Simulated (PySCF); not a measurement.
**Working out the ionisation energy of Al⁺**

Al⁺ [Ne] 3s2 (1S) → Al²⁺ [Ne] 3s1 (2S). All numbers are calculated (PySCF 2.14, no relativity, point nucleus, in def2-QZVPPD). Frozen: 1s2. Energies in hartree (1 hartree = 27.21139 eV):

```tsv
part	Al⁺ (lower)	Al²⁺ (upper)
UHF	-241.674547	-241.030680
MP2 opposite-spin	-0.148311	-0.115032
MP2 same-spin	-0.050264	-0.046627
```

Problem. What does Hartree-Fock give?

Solution. (-241.030680) − (-241.674547) = 0.643867 hartree = 17.521 eV.

Problem. What do MP2 and SCS-MP2 (6/5 opposite-spin, 1/3 same-spin) give?

Solution. The opposite-spin parts differ by 0.906 eV and the same-spin parts by 0.099 eV. MP2: 17.521 + (0.906) + (0.099) = 18.526 eV. SCS-MP2: 17.521 + 1.2 × (0.906) + (0.099)/3 = 18.641 eV.

Measured between the centres of the two terms (NIST): 18.829 eV, so MP2 (valence and next inner shell) is off by -0.303 eV.

What remains against the reference includes basis incompleteness, the frozen core and correlation beyond second order.
